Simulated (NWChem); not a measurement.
System: diboron tetrachloride (B$_{2}$Cl$_{4}$); SMILES ClB(Cl)B(Cl)Cl

```xyz
6

Cl    -1.0992     1.7323     1.0476
B      0.0000     0.8464     0.0000
Cl     1.0992     1.7323    -1.0476
B      0.0000    -0.8464     0.0000
Cl    -1.0992    -1.7323    -1.0476
Cl     1.0992    -1.7323     1.0476
```
Atoms are numbered in this order, from 1.

The geometry was optimised at B3LYP/6-31G* (spherical d).

Problem. Give the principal values of the shielding tensors (ppm) of Cl1, B2 from PBE0/pcSseg-1, GIAO (NWChem), with their diamagnetic and paramagnetic parts as GIAO splits them.

Solution. 
| atom | σ11 | σ22 | σ33 | isotropic | diamagnetic | paramagnetic |
|---|---|---|---|---|---|---|
| Cl1 | 262.2 | 662.1 | 919.7 | 614.6 | 1147.5 | -532.8 |
| B2 | -13.2 | 21.9 | 99.1 | 35.9 | 191.2 | -155.3 |
